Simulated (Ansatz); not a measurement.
Cartesian coordinates in Å:
```
C -0.0577 0.4542 1.4430
C -0.8252 -0.5839 0.6868
N -0.7391 -0.9267 -0.5229
Ge 0.4615 -0.1449 -1.7132
H -0.7483 1.1952 1.8580
H 0.4517 -0.0091 2.2938
H 0.6815 0.9679 0.8265
H -1.5708 -1.1142 1.3003
H 1.9180 -0.3801 -1.2643
H 0.2105 1.3712 -1.8456
H 0.2180 -0.8296 -3.0624
```

Total charge 0; spin multiplicity 1.

List the r2SCAN/def2-TZVPP orbital energies in eV (Ansatz). (Best estimate.)

Computed: Occupied: -10834.16, -1349.25, -1199.30, -1199.30, -1199.29, -384.89, -274.53, -273.34, -167.46, -117.16, -117.14, -117.12, -30.49, -30.45, -30.42, -30.37, -30.36, -23.41, -19.22, -15.42, -13.37, -11.61, -11.11, -10.82, -9.49, -9.03, -8.50, -7.68, -5.70. Lowest empty: -1.30, 0.52, 0.77, 1.26, 1.91, 2.01, 2.62, 3.07.
